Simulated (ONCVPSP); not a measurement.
## An all-electron radial function and its pseudo partner (Li)

Columns: radius, all-electron u(r) and pseudo u(r) of the 1s shell (level -51.85 eV) of lithium in the configuration 1s2 2s1; PBE, scalar-relativistic, ONCV scheme, ONCVPSP 4.0.1.

```tsv
r (bohr)	all-electron	pseudo
0.070	0.5279	0.3152
0.140	0.8576	0.6062
0.210	1.0495	0.8525
0.280	1.1458	1.0395
0.350	1.1772	1.1611
0.420	1.1650	1.2179
0.490	1.1244	1.2180
0.560	1.0662	1.1740
0.630	0.9977	1.0995
0.700	0.9243	1.0082
0.770	0.8496	0.9113
0.840	0.7760	0.8166
0.910	0.7051	0.7290
0.980	0.6380	0.6503
1.050	0.5753	0.5806
1.120	0.5172	0.5190
1.190	0.4638	0.4642
1.260	0.4149	0.4150
1.330	0.3705	0.3705
1.400	0.3302	0.3302
1.470	0.2938	0.2938
1.540	0.2610	0.2609
1.610	0.2314	0.2314
1.680	0.2050	0.2050
1.750	0.1814	0.1813
1.820	0.1604	0.1604
```

(1) How many radial nodes do the two functions have?

(2) At about which radius was the pseudo-wave matched?

(3) Is the pseudo-wave norm-conserving?

## Answers

(1) The all-electron 1s function has n − l − 1 = 0; the pseudo-wave has 0.

(2) 1.35 bohr. The columns agree to 0.0005 from 1.19 bohr on; several derivatives are matched, so the curves merge somewhat inside the radius.

(3) Yes: the ONCV scheme keeps the norm inside the radius equal to the all-electron one, which fixes the energy derivative of the logarithmic derivative at the level.
